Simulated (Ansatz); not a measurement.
Input and output for Li8H8⁻ (the lowest doublet isomer of a short search).

```yaml
crystal:
  periodic: [false, false, false]
  atoms:
    - {symbol: Li, position_ang: [-0.220238, 0.150540, 2.216920]}
    - {symbol: Li, position_ang: [1.657393, 2.196318, 0.032377]}
    - {symbol: Li, position_ang: [-0.399635, -1.816624, 0.693243]}
    - {symbol: Li, position_ang: [-2.583523, -0.823187, 0.057448]}
    - {symbol: Li, position_ang: [-0.953630, -1.167606, -1.842345]}
    - {symbol: Li, position_ang: [1.742527, -0.255980, 0.650895]}
    - {symbol: Li, position_ang: [-0.639481, 1.133900, -0.516957]}
    - {symbol: Li, position_ang: [1.590818, 0.519076, -1.864058]}
    - {symbol: H, position_ang: [0.651381, 2.111319, -1.418630]}
    - {symbol: H, position_ang: [0.918333, -1.270507, 1.927365]}
    - {symbol: H, position_ang: [0.413138, -0.534750, -0.670122]}
    - {symbol: H, position_ang: [-2.098648, 0.277038, -1.250368]}
    - {symbol: H, position_ang: [-1.727875, -0.534445, 1.595418]}
    - {symbol: H, position_ang: [0.549380, 1.479209, 1.279081]}
    - {symbol: H, position_ang: [2.783137, 0.840775, -0.359715]}
    - {symbol: H, position_ang: [-1.683098, -2.305075, -0.530553]}
basis:
  gaussian: {orbitals: "6-31G*"}
total_charge: -1
magnetization: {spin_polarized: true, initial_magnetization: 1}
hamiltonian: {xc: {name: wB97M-V}, pseudopotentials: {relativity: none}}
scf: {omitted_lower_state_checks: [starts]}
```

```sh
$ ansatz run in.yaml --threads 4 --pin off --events-out ev --progress --plain --max-ram 3916MiB
```

Output, abridged:

```
Functional definition: wB97M-V
  name "wB97M-V"
  cite "Mardirossian & Head-Gordon, J. Chem. Phys. 144, 214110 (2016) doi:10.1063/1.4952647"
  cite "Becke, J. Chem. Phys. 107, 8554 (1997) doi:10.1063/1.475007"
  cite "Vydrov & Van Voorhis, J. Chem. Phys. 133, 244103 (2010) doi:10.1063/1.3521275"
  # Of w^i u^j: cxij and so on, Table III.
  parameter omega = 0.3/bohr
  parameter cx = 0.15
  parameter cx01 = 1.007
  parameter cx10 = 0.259
  parameter css00 = 0.443
  parameter css04 = -1.437
  parameter css10 = -4.535
  parameter css20 = -3.390
  parameter css43 = 4.278
  parameter cos00 = 1.000
  parameter cos10 = 1.358
  parameter cos20 = 2.924
  parameter cos21 = -8.812
  parameter cos60 = -1.390
  parameter cos61 = 9.142
  parameter b = 6.0
  parameter c = 0.01
  gx(w, u) = 1 - cx + cx01*u + cx10*w
  gss(w, u) = css00 + css04*u^4 + css10*w + css20*w^2 + css43*w^4*u^3
  gos(w, u) = cos00 + cos10*w + (cos20 + cos21*u)*w^2 + (cos60 + cos61*u)*w^6
  exchange = spin_sum(e_x_unif_sr(omega)*gx(b97_w, b97_u_x)) + cx*exact_x_sr(omega) + exact_x_lr(omega)
  correlation = spin_sum(e_c_pw_mod_same_spin*gss(b97_w, b97_u_same))
      + integral(e_c_pw_mod_opposite_spin*gos(b97_w_opposite, b97_u_opposite)) + vv10(b, c)
these checks for a lower state are left out or cut short: starts
1336 factors; their error is unknown
664 factors; integrals over basis functions are off by at most 1.9e-5 eV
mean field evaluation 1: about -1766.4343 eV, gradient 1.2e1 eV
mean field evaluation 2: about -1768.0568 eV, gradient 2.9e0 eV
mean field evaluation 4: about -1768.1786 eV, gradient 2.1e-1 eV
mean field evaluation 8: about -1768.1098 eV, gradient 3.7e-2 eV
mean field evaluation 16: about -1768.1100 eV, gradient 6.3e-4 eV
mean field -1768.10997931 eV, -64.9768432718 hartree, gradient 3.8e-5 eV, S^2 0.750942; 0 other end points of the search recorded, 0 dependent functions left out
reference -1768.11003454 eV, -64.9768453013 hartree; 17, 16 occupied and 119, 120 virtual orbitals, 1336 factors
Total energy: -1768.11003454 eV, -64.9768453013 hartree
Checks for a lower state left out: starts
```

Hardware: 4 threads of Arm Neoverse V1 on a shared host. Wall time 31 s, peak host memory 0.92 GiB.

The 6-31G sets use Cartesian d functions. The highest occupied level of an anion often lies above zero with these methods, and sets without diffuse functions describe the outer electron poorly.
